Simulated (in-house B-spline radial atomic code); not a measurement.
Configurations of Sc VII (Sc6+), with energies counted from [Ne] 3s2 (3p1/2)2 (3p3/2)1. Level of theory: Dirac-Hartree-Fock, average of each configuration as written, Fermi nucleus of rms radius 3.5459 fm; calculated with a B-spline radial code for spherical atoms. Energies include first-order Breit, QED and recoil terms.

Occupations are held fixed; configurations that lie above the ionisation limit could autoionise.

| configuration | E - E(ref) (eV) | highest orbital | its <r> (bohr) |
| --- | --- | --- | --- |
| [Ne] 3s2 (3p1/2)1 (3p3/2)2 | -0.18044 | 3p3/2 | 1.028 |
| [Ne] 3s2 (3p3/2)3 | 1.2635 | 3p3/2 | 1.029 |
| [Ne] 3s2 (3p3/2)2 (5g7/2)1 | 107.51 | 5g7/2 | 3.916 |
| [Ne] 3s2 (3p1/2)1 (3p3/2)1 7s1 | 115.52 | 7s1/2 | 8.139 |
| [Ne] 3s2 (3p3/2)2 (7d3/2)1 | 119.37 | 7d3/2 | 9.205 |

Q: Order these further configurations by energy, lowest first.
A. [Ne] 3s1 (3p1/2)2 (3p3/2)1 (6d3/2)1
B. [He] 2s2 (2p1/2)1 (2p3/2)4 3s2 (3p3/2)3 5s1
C. [Ne] 3s2 (3p3/2)2 (6d5/2)1
D. [Ne] 3s2 (3p1/2)1 (3p3/2)1 5s1
E. [He] 2s2 (2p1/2)1 (2p3/2)4 3s2 (3p3/2)3 (4d5/2)1

A: D (94.304 eV), C (113.68 eV), A (137.23 eV), E (479.47 eV), B (490.56 eV).

Q: How far above the reference does [He] 2s2 (2p1/2)1 (2p3/2)4 3s2 (3p3/2)3 (4f5/2)1 lie?

A: 487.19 eV; its least bound orbital is 4f5/2 with <r> = 2.438 bohr.

Q: Is the reference the lowest configuration at this level of theory?

A: No: [Ne] 3s2 (3p1/2)1 (3p3/2)2 lies 0.1804 eV lower. Averages of configurations without correlation can order differently from the measured ground levels.
